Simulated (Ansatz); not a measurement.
`CB(O)F` + H• → `CB([O])F`• + H₂ at 600 K and 1 bar (hydrogen abstraction from the O–H bond).

Gas-phase electronic energies from Ansatz, PBE0-D4/def2-TZVP geometries. CBS: MP2 limit from def2 TZ/QZ plus the TZ coupled-cluster correction, frozen cores. This one scheme is used for every species, atoms too. Open shells (•) are unrestricted, without spin–orbit coupling. One conformer a species, not always the lowest.

| species | CCSD(T)/CBS energy (Eh) | H − E (kJ/mol) | S (J/(mol·K)) |
| --- | --- | --- | --- |
| `CB(O)F` | -240.35473 | 198.2 | 359.9 |
| H• | -0.50000 | 12.5 | 129.3 |
| `CB([O])F`• | -239.65675 | 160.6 | 356.5 |
| H₂ | -1.17544 | 43.9 | 150.8 |

H − E and S are ideal-gas, rigid-rotor, harmonic terms from PBE0-D4/def2-TZVP, for one conformer and one mirror image of each species, with the whole ground term of open shells counted as degenerate. The MP2-based limit puts H₂ 0.8 mEh under its directly extrapolated value; such offsets cancel only in part. 1 Eh = 2625.50 kJ/mol, R = 8.31446 J/(mol·K).

Q: By hand: ΔE, ΔH, ΔS and ΔG.

A: ΔE = (-239.65675) + (-1.17544) − (-240.35473) − (-0.50000) = 0.02254 Eh = 59.2 kJ/mol. Δ(H − E) = 160.6 + 43.9 − 198.2 − 12.5 = -6.2, so ΔH = 53.0 kJ/mol. ΔS = 356.5 + 150.8 − 359.9 − 129.3 = 18.1 J/(mol·K). ΔG = 53.0 − 600 × (18.1)/1000 = 42.1 kJ/mol.

Q: By hand: the equilibrium constant, and the temperature at which ΔG would vanish if ΔH and ΔS stayed fixed.

A: log₁₀ K = −ΔG/(RT ln 10) = -3.7. ΔG = 0 at ΔH/ΔS = 2928 K, far beyond where these terms or the molecules hold.

ΔH outweighs TΔS. A doubt of 5 kJ/mol in ΔE shifts log₁₀ K by 0.4 here. Other conformers and mirror images would add mixing entropy, several J/(mol·K) or more a flexible species. These are equilibria of isolated gas molecules and say nothing of rates. Largest T1 diagnostic: 0.018 (customary marks: 0.02 for closed shells, 0.045 for open ones).
